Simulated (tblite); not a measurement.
Run record: tight-binding relaxation, `O=C(CCBr)O[SiH2][SiH3]`.

Computed with GFN2-xTB geometry optimisation, gas phase (tblite 0.8.0). Start geometry: from a force field or distance geometry. The command runs a driver script over a list of jobs; the input below is this job's line of settings and its coordinates in Å.

Command:
```bash
OMP_NUM_THREADS=1 python probes_run.py task.json out
```

Input:
```
{"job": {"kind": "relax", "xc": "GFN2-xTB", "basis": "xTB"}, "charge": 0, "multiplicity": 1}
O      0.477500    -0.607500    -1.140700
C      0.575100    -0.207400     0.002900
C      1.819100     0.442200     0.586700
C      2.902400     0.530100    -0.470400
Br     4.477700     1.374300     0.309000
O     -0.384500    -0.290600     0.967900
Si    -1.864900    -0.986400     0.720600
Si    -3.081000     0.096400    -0.909900
H      1.542000     1.447400     0.926600
H      2.143500    -0.142100     1.449700
H      3.214800    -0.469000    -0.807100
H      2.604700     1.121700    -1.324400
H     -2.616200    -0.919900     2.019800
H     -1.681100    -2.434000     0.413700
H     -2.471500    -0.025400    -2.258500
H     -4.469500    -0.463000    -0.974400
H     -3.195100     1.545200    -0.588500
```

Output:
```
step      E/eV     max force
  0    -727.61893    1.722
  1    -727.70765    1.324
  2    -727.73945    1.092
  3    -727.76387    0.631
  4    -727.78525    0.451
  5    -727.79784    0.441
  6    -727.81154    0.386
  7    -727.82317    0.335
  8    -727.83326    0.316
  9    -727.84004    0.285
... (193 lines left out)
203    -727.90904    0.017
204    -727.90912    0.016
205    -727.90921    0.017
206    -727.90926    0.013
207    -727.90929    0.010
208    -727.90931    0.019
209    -727.90934    0.012
210    -727.90937    0.012
211    -727.90938    0.010
212    -727.90941    0.010
```

«max force» is the largest atomic force in eV/Å.

From which step on does the largest force stay under 0.1 eV/Å, and how much energy is left to gain from there?

From step 158 (0.030 eV/Å), 4.5 meV above the end.

Main results: energy lowered by 6.7 kcal/mol over 212 steps; largest atomic force 0.010 eV/Å at the end.

Give the final coordinates.

0.763 Å rms from the input after alignment:
```
atom  x, y, z in Å
O1    -0.0460    0.3979   -0.8867
C2     0.3778   -0.0088    0.1695
C3     1.8289    0.1311    0.5869
C4     2.6325    0.8437   -0.4827
Br5    4.4939    1.0096    0.0558
O6    -0.3532   -0.6107    1.0654
Si7   -2.0134   -0.9298    0.9026
Si8   -2.6970   -0.1494   -1.1597
H9     1.8602    0.6771    1.5339
H10    2.2242   -0.8707    0.7783
H11    2.6232    0.2919   -1.4212
H12    2.2608    1.8528   -0.6534
H13   -2.4727   -0.2682    2.1261
H14   -1.9688   -2.3708    1.1625
H15   -2.0401   -0.8230   -2.2794
H16   -4.1343   -0.4627   -1.2768
H17   -2.5829    1.3020   -1.2983
```

Hardware: Arm Neoverse V1, one thread, no GPU, on a shared host. Cost: 1.9 s of wall time.
Labels such as C1 count atoms from 1, the log's own numbers from 0.
